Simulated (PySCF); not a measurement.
These are TPSSh-D3(BJ)/def2-TZVP // r2SCAN-D4/def2-SVP (PySCF) values and carry that method's errors. Isolated molecules, 0 K electronic values unless said otherwise. One relaxed conformer stands for a flexible species; it need not be the lowest. 

Reference species: [Cd(OH)(Br)] (neutral, multiplicity 1).

| Quantity | Result |
|---|---|
| LUMO | -2.27 eV |
| coordination number | 2 |
| charge on the central atom (Mulliken) | 0.80 e |
| mean distance from the central atom to its bonded neighbours | 2.184 Å |

Changed species: [Cd(Br)2] (2 of 2 OH replaced by Br; the reference has 1 of 2 OH replaced by Br).

Q: Predict the effect on the LUMO, coordination number, charge on the central atom (Mulliken) and mean distance from the central atom to its bonded neighbours.

A: the LUMO drops by 0.41 eV, to -2.68 eV; the coordination number hardly moves; the charge on the central atom (Mulliken) drops by 0.07 e, to 0.73 e; the mean distance from the central atom to its bonded neighbours increases by 0.220 Å, to 2.404 Å.
